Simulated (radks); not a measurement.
Charge is removed step by step from the 3s1/2 level of the europium ion Eu32+, starting from [Ar] 3d10 4s2 4p1. Method: Dirac Kohn-Sham, PBEsol, spin-unpolarised, spherical densities, finite nucleus; open shells fill j = l - 1/2 first; Fermi nuclear charge, rms radius 5.1115 fm; computed with a radial shooting solver on a logarithmic mesh with Libxc functionals.

\begin{tabular}{lrrr}
removed (e) & E - E(0) (eV) & eigenvalue (eV) & E minus straight line (eV) \\ \hline
0 & 0.000 & -2897.2 & 0.000 \\
0.25 & 727.10 & -2919.6 & -8.429 \\
0.5 & 1459.8 & -2942.1 & -11.245 \\
0.75 & 2198.1 & -2964.6 & -8.440 \\
1 & 2942.1 & -2987.1 & 0.000 \\
\end{tabular}

Removing the whole electron costs 2942.1 eV by Delta-SCF, against 2897.2 eV from minus the eigenvalue at the starting occupation. Slater's transition state (half an electron removed) gives 2942.1 eV. Integrating minus the eigenvalue over the occupation (Janak's theorem) gives 2942.1 eV. The mean slope of the eigenvalue, de/dn, is 90.0 eV per electron.
